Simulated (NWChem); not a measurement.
System: CH4OTe; SMILES CO[TeH]

Input file for NWChem:

```
start job
memory heap 200 mb stack 900 mb global 1100 mb
geometry units angstroms noautoz
  Te     0.009162    -0.585139     0.039284
  H     -0.602914    -0.635227    -1.519043
  O      0.636737     1.310749    -0.067610
  C     -0.336429     2.314274     0.047747
  H     -0.936688     2.234589     0.973017
  H      0.202760     3.276148     0.068514
  H     -1.034684     2.333051    -0.810851
end
basis spherical
  * library def2-svp
end
ecp
  Te library def2-ecp
end
dft
  xc pbe0
  iterations 150
  vectors input atomic output neutral.movecs
end
task dft energy
charge 1
dft
  odft
  mult 2
  vectors input atomic output cation.movecs
end
task dft energy
```

Output (shortened):

```
             Northwest Computational Chemistry Package (NWChem) 7.3.0
             --------------------------------------------------------

 C1  symmetry detected

                             Geometry "geometry" -> ""
                             -------------------------

 Output coordinates in angstroms (scale by  1.889725989 to convert to a.u.)

  No.       Tag          Charge          X              Y              Z
 ---- ---------------- ---------- -------------- -------------- --------------
    1 Te                  52.0000    -0.00621325    -0.60186391     0.02735169
    2 H                    1.0000    -0.60020816    -0.64155803    -1.53825468
    3 O                    8.0000     0.61670362     1.29667262    -0.05751074
    4 C                    6.0000    -0.36080904     2.29634699     0.05447991
    5 H                    1.0000    -0.97139871     2.20761226     0.97213537
    6 H                    1.0000     0.17514038     3.25963678     0.08895639
    7 H                    1.0000    -1.04921920     2.31976940    -0.81191838

 Effective nuclear repulsion energy (a.u.)     244.2358725273

                                 NWChem DFT Module
                                 -----------------

 Summary of "ao basis" -> "ao basis" (spherical)
 ------------------------------------------------------------------------------
       Tag                 Description            Shells   Functions and Types
 ---------------- ------------------------------  ------  ---------------------
 Te                         def2-svp                10       26   4s4p2d
 H                          def2-svp                 3        5   2s1p
 O                          def2-svp                 6       14   3s2p1d
 C                          def2-svp                 6       14   3s2p1d

            General Information
            -------------------
          SCF calculation type: DFT
          Wavefunction type:  closed shell.
          No. of atoms     :     7
          No. of electrons :    42
           Alpha electrons :    21
            Beta electrons :    21
          Charge           :     0
          Spin multiplicity:     1
          Use of symmetry is: off; symmetry adaption is: off
          Maximum number of iterations: 150
          AO basis - number of functions:    74
                     number of shells:    34
          Convergence on energy requested:  1.00D-06
          Convergence on density requested:  1.00D-05
          Convergence on gradient requested:  5.00D-04

              XC Information
              --------------
                         PBE0 Method XC Functional
                     Hartree-Fock (Exact) Exchange  0.250
          PerdewBurkeErnzerhof Exchange Functional  0.750
            Perdew 1991 LDA Correlation Functional  1.000 local
           PerdewBurkeErnz. Correlation Functional  1.000 non-local

             Grid Information
             ----------------
          Grid used for XC integration:  medium
          Radial quadrature: Mura-Knowles
          Angular quadrature: Lebedev.
          Tag              B.-S. Rad. Rad. Pts. Rad. Cut. Ang. Pts.
          ---              ---------- --------- --------- ---------
          Te                  1.40      123          11.0       590
          H                   0.35       45          11.0       434
          O                   0.60       49           8.0       434
          C                   0.70       49          10.0       434
          Grid pruning is: on
          Number of quadrature shells:   401
          Spatial weights used:  Erf1

      Superposition of Atomic Density Guess
      -------------------------------------

 Sum of atomic energies:        -425.53679884

      Non-variational initial energy
      ------------------------------

 Total energy =    -382.197519
 1-e energy   =    -885.782268
 2-e energy   =     371.107708
 HOMO         =      -0.233576
 LUMO         =      -0.066819

   convergence    iter        energy       DeltaE   RMS-Dens  Diis-err
 ---------------- ----- ----------------- --------- --------- ---------
 d= 0,ls=0.0,diis     1   -383.4508066126 -5.16D+02  1.53D-02  3.54D-01
 d= 0,ls=0.0,diis     2   -383.4126293081  3.82D-02  8.73D-03  7.88D-01
 d= 0,ls=0.0,diis     3   -383.4945713818 -8.19D-02  1.94D-03  4.16D-02
 d= 0,ls=0.0,diis     4   -383.4985229642 -3.95D-03  5.49D-04  2.59D-03
 d= 0,ls=0.0,diis     5   -383.4988434545 -3.20D-04  1.58D-04  1.69D-04
  Resetting Diis
 d= 0,ls=0.0,diis     6   -383.4988655884 -2.21D-05  2.92D-05  5.86D-06
 d= 0,ls=0.0,diis     7   -383.4988662905 -7.02D-07  5.62D-06  6.16D-08

         Total DFT energy =     -383.498866290508
      One electron energy =     -887.904936414164
           Coulomb energy =      408.058081294282
    Exchange-Corr. energy =      -36.129052498623
 Nuclear repulsion energy =      132.477041327997

 Numeric. integr. density =       41.999998057324

                       DFT Final Molecular Orbital Analysis
                       ------------------------------------

 Vector   19  Occ=2.000000D+00  E=-3.217339D-01
              MO Center=  2.4D-01,  1.3D+00,  5.6D-03, r^2= 2.9D+00
   Bfn.  Coefficient  Atom+Function         Bfn.  Coefficient  Atom+Function
  ----- ------------  ---------------      ----- ------------  ---------------
    35      0.372040  3 O  px                12     -0.303023  1 Te py
    38      0.297541  3 O  px                65     -0.250893  6 H  s
    36      0.228789  3 O  py                49     -0.206141  4 C  px
    39      0.166523  3 O  py                15     -0.158562  1 Te py
    70      0.146289  7 H  s                 66     -0.136663  6 H  s

[...]
```

Level: PBE0/def2-SVP with def2 effective core potentials on Te, vertical spin-unrestricted ions. The geometry was optimised at PBE0/def2-SVP. No frequency run checked for a minimum. def2 effective core potentials on Te; no spin-orbit coupling.
